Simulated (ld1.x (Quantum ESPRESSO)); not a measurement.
# An all-electron radial function and its pseudo partner (aluminium (Al))

Columns: radius, all-electron u(r) and pseudo u(r) of the 3s shell (level -7.71 eV) of aluminium in the configuration [Ne] 3s2 3p1; PBEsol, scalar-relativistic, ultrasoft scheme, ld1.x (Quantum ESPRESSO) 7.5.

| r (bohr) | all-electron | pseudo |
| --- | --- | --- |
| 0.128 | 0.0696 | 0.0657 |
| 0.255 | -0.1770 | 0.1302 |
| 0.382 | -0.2901 | 0.1936 |
| 0.510 | -0.2693 | 0.2555 |
| 0.638 | -0.1702 | 0.3151 |
| 0.765 | -0.0388 | 0.3712 |
| 0.893 | 0.0995 | 0.4243 |
| 1.020 | 0.2281 | 0.4729 |
| 1.148 | 0.3417 | 0.5174 |
| 1.275 | 0.4362 | 0.5568 |
| 1.402 | 0.5126 | 0.5909 |
| 1.530 | 0.5726 | 0.6197 |
| 1.658 | 0.6171 | 0.6426 |
| 1.785 | 0.6474 | 0.6593 |
| 1.912 | 0.6655 | 0.6699 |
| 2.040 | 0.6732 | 0.6742 |
| 2.168 | 0.6721 | 0.6722 |
| 2.295 | 0.6638 | 0.6638 |
| 2.422 | 0.6498 | 0.6498 |
| 2.550 | 0.6311 | 0.6311 |
| 2.678 | 0.6089 | 0.6089 |
| 2.805 | 0.5843 | 0.5843 |
| 2.932 | 0.5580 | 0.5580 |
| 3.060 | 0.5303 | 0.5303 |
| 3.188 | 0.5021 | 0.5021 |
| 3.315 | 0.4739 | 0.4739 |

Task: How many radial nodes do the two functions have?

Result: The all-electron 3s function has n − l − 1 = 2; the pseudo-wave has 0, since the states of the same l below it are removed with the core.

Task: At about which radius was the pseudo-wave matched?

Result: 2.25 bohr, where the columns begin to agree (steps of 0.13 bohr).

Task: Is the pseudo-wave norm-conserving?

Result: No, it belongs to an ultrasoft set: the norm inside the radius is not constrained, and the difference is carried by the augmentation charge.
